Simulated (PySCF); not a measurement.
Isomers of C7H14S2, one GFN2-xTB conformer each. Single-point energies are computed at PBE0/pcSseg-1 (PySCF, gas phase, no added dispersion term), electronic only.

Task: Rank them by PBE0/pcSseg-1 energy, lowest first (kcal/mol).
A. `[CH3:1][CH2:2][C@@H:3]1[CH2:4][S:5][S:6][CH2:7][C@@H:8]1[CH3:9]` with C1–C2–C3–C4 -176°, C2–C3–C4–S5 166°, C3–C4–S5–S6 65°, C4–S5–S6–C7 -59°, S5–S6–C7–C8 66°
B. `[CH3:1][CH:2]([CH3:3])[CH:4]1[CH2:5][S:6][CH2:7][S:8][CH2:9]1` with C1–C2–C4–C5 69°, C2–C4–C5–S6 163°, C4–C5–S6–C7 62°, C5–S6–C7–S8 -62°, S6–C7–S8–C9 62°

Result: A (0.0), B (6.0).

GFN2-xTB itself gives, in the same order: 0.0, 16.5. Both levels put the same isomer lowest.

Task: Which frontier levels, dipoles and rotational constants go with these structures?

Result: 
```tsv
SMILES	HOMO (eV, PBE0/pcSseg-1)	LUMO (eV)	dipole (D)	A, B, C (MHz)
CC[C@@H]1CSSC[C@@H]1C	-6.22	-0.18	3.04	1952, 848.0, 682.7
CC(C)C1CSCSC1	-6.16	0.49	2.43	1841, 786.2, 639.8
```
